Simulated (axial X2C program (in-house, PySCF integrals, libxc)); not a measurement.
## Which molecule has these constants?

All values come from calculations with an in-house all-electron X2C program for linear molecules (integrals from PySCF), spin-free (one-electron X2C) or two-component (2c: spin–orbit coupling with atomic mean-field Coulomb and Gaunt terms, which also bring small scalar terms), in Dyall basis sets with cores contracted in-house; open shells are unrestricted.

A two-component PBE0 calculation in a Dyall 3-zeta basis gave Re = 1.706 Å, ωe = 982.3 cm⁻¹, De = 3.38 eV, Ω = 2.

Task: Which molecule is it?
A. CS⁺
B. SF⁺
C. BS⁺
D. BeS⁺
E. LiS⁺

Result: C. The others have BeS⁺ 1.835 Å and 877.3 cm⁻¹ (Ω = 3/2); SF⁺ 1.515 Å and 1033.6 cm⁻¹ (Ω = 1); CS⁺ 1.487 Å and 1432.7 cm⁻¹ (Ω = 1/2); LiS⁺ 2.457 Å and 347.3 cm⁻¹ (Ω = 1).

Each entry is the lowest single determinant of a limited PBE0 search at one distance. De goes to single-determinant-based atoms at the same level (for ions the charge split of lowest energy) and is withheld (n/a) where an atom does not fit its ground term or J level. Main or longest-lived isotopes. One determinant is a doubtful description, or other states lie close, for BS⁺, SF⁺, CS⁺, LiS⁺; these need not be ground states, and all values refer to the states named. Some open-shell Ω = 0 determinants are out of reach, so the Ω given for BS⁺, SF⁺, LiS⁺ need not be the lowest component. With several unpaired electrons the Ω given is that of one determinant, not necessarily of the lowest component. Some light 2c atoms are not at their ground J level, so De misses part of their lowering (0.04 eV or less). The functionals have no current term, which raises determinants with orbital currents.
